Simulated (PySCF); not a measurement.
Species: C9H6N2.
SMILES: `C#Cc1cn2ccccc2n1`

Linear response at CAM-B3LYP/def2-SVPD (PySCF, frozen core in the response, non-relativistic). Geometry: PBE0-D3(BJ)/def2-SVP; no solvent, vibrations or thermal averaging.

Static isotropic polarisability: 124.08 au (18.39 Å³), principal values 63.0, 107.8, 201.5 au.

Problem. What is the polarisability at 1064 nm and at the sodium D line?

Solution. 126.34 au at 1064 nm (+1.8 %), 132.16 au at 589.3 nm (+6.5 %). The rise at 589.3 nm is 3.58 times that at 1064 nm; a pure ω² law gives 3.26. The lowest singlet lies at 284 nm, shorter than both wavelengths.

Problem. What is the isotropic C6 coefficient between two such molecules, C6 = (3/π)∫α(iω)² dω?

Solution. 5084 au (Eh·bohr⁶) by a ten-point quadrature over imaginary frequencies, which is 3040 eV·Å⁶ or 293 J·nm⁶/mol.

Problem. Which effective excitation energy ω̄ makes London's formula C6 = (3/4)α²ω̄ exact here?

Solution. ω̄ = 4·C6/(3α²) = 0.440 Eh = 12.0 eV. A one-pole form α(ω) = α/(1 − ω²/ω̄²) fitted to the 1064 nm value gives 8.7 eV.

Problem. How anisotropic is the static polarisability, by Δα² = ½[(α1 − α2)² + (α2 − α3)² + (α3 − α1)²]?

Solution. Δα = 122.4 au, or 0.99 of the isotropic value.

Problem. What n − 1 at the D line would an ideal gas of it have at 273.15 K and 1 atm (2.6868 × 10¹⁹ cm⁻³), by n − 1 = 2π·N·α′?

Solution. 33.06 × 10⁻⁴, a formal value whether or not that pressure can be reached.

Problem. What three-body coefficient follows from the one-pole estimate C9 = (3/4)·α·C6?

Solution. 473000 au. This is an estimate from the two numbers above, not a computed integral.

Problem. How many electrons N does the Slater–Kirkwood formula C6 = (3/4)·√N·α^(3/2) need to give this C6?

Solution. N = (4·C6/3)²/α³ = 24.1; the species has 74 electrons in all.

Problem. The lowest 6 singlets have (eV, f): 4.36, 0.118; 4.84, 0.036; 5.75, 0.000; 5.81, 0.840; 5.87, 0.162; 5.97, 0.001. What share of the static polarisability do they carry in the sum over states α = Σ f/ω²?

Solution. 27.64 au, 22.3 % of α; the largest term, 18.42 au, is that of the state at 5.81 eV. Their oscillator strengths add up to 1.16. Higher states carry the rest.

The run took about 4 min of CPU time (one thread, shared machine). This is the whole response run at CAM-B3LYP/def2-SVPD, SCF included.
